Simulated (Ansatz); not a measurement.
`[Cl][SnH2][GeH3]` + `C[SiH](O)F` → `C[SiH](F)[GeH3]` + `[OH][SnH2][Cl]`  (redistribution)

Program: Ansatz. Geometries: PBE0-D4/def2-TZVP. ΔE: electronic, gas phase. CBS: MP2 limit from def2 TZ/QZ plus the TZ coupled-cluster correction, frozen cores. DFT in def2-TZVPP. def2 core potentials past Kr. For Ge, Sn outer-core shells are correlated without core-valence functions, which leaves a few kJ/mol of doubt a bond. Scalar relativity is left out up to krypton. Each species was taken in one conformer, which may not be the lowest.

| level | ΔE (kJ/mol) |
| --- | --- |
| r2SCAN-D4 | 128.8 |
| CAM-B3LYP | 133.9 |

Q: What does CCSD(T)/CBS give? (An estimate is asked.)

A: Ansatz gave: +131.6 kJ/mol. The listed levels differ from it by -2.8, 2.3 kJ/mol.

Largest T1 diagnostic among the species: 0.013.

From BLYP to BHLYP (50 % exact exchange), in def2-TZVPP and without D4, ΔE moves by +17.4 kJ/mol. In def2-TZVPP, CCSD(T) changes the Hartree–Fock value by −13.2 kJ/mol (the triples alone add −3.3 kJ/mol) and MP2 by −7.9 kJ/mol. Leaving LDA and LC-ωPBE aside and taking each functional with its dispersion term where it has one, the values, not all of them listed here, spread over 25.3 kJ/mol, from revPBE-D4 to BHLYP-D4. LDA lies +11.5 kJ/mol from PBE without D4.
